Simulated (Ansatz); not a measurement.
Clusters of 12 atoms, chalcogenide: gap (eV) at several levels, gas phase, relaxed structures; Ansatz. Clusters are the lowest isomers that short searches found in that spin, judged at the geometry's level. Core potentials for Ag, Te, W in the def2 sets, no spin–orbit coupling. HOMO and LUMO are taken over both spins. Singlets are spin-restricted. Levels of anions in sets without diffuse functions are rough. The structures are stationary points that may keep the symmetry of their start. Remarks come from the PBE and PBE0 runs and from stability tests at other levels; not every state was tested.

```tsv
species	state	geometry	PBE-D4/def2-SVP	PBE-D4/def2-TZVP	r2SCAN-D4/def2-TZVP	PBE0-D4/def2-SVP	PBE0-D4/def2-TZVP	remarks
W4Se8	singlet	r2SCAN-D4/def2-SVP	0.62	0.61	0.71	1.88	1.87	restricted SCF unstable in HF
Cu8Te4	singlet	PBE-D4/def2-SVP	2.06	1.85	2.06	3.91	3.60	–
Li8S4	singlet	PBE0-D4/def2-SVP	3.11	3.12	3.80	4.71	4.72	–
W4Se8⁺	doublet	PBE-D4/def2-SVP	0.34	0.35	0.63	1.81	1.83	–
W4Se8⁻	doublet	PBE-D4/def2-SVP	0.28	0.29	0.53	1.71	1.73	–
```

(1) Estimate the rows for Cu8Te4⁻ (doublet, PBE-D4/def2-SVP geometry); Ag8Te4⁺ (doublet, PBE-D4/def2-SVP geometry).

(1) 
```
species    state         geometry  PBE-D4/def2-SVP  PBE-D4/def2-TZVP  r2SCAN-D4/def2-TZVP  PBE0-D4/def2-SVP  PBE0-D4/def2-TZVP
Cu8Te4⁻  doublet  PBE-D4/def2-SVP             0.44              0.44                 0.79              1.87               1.88
Ag8Te4⁺  doublet  PBE-D4/def2-SVP             0.23              0.24                 0.26              1.02               1.04
```
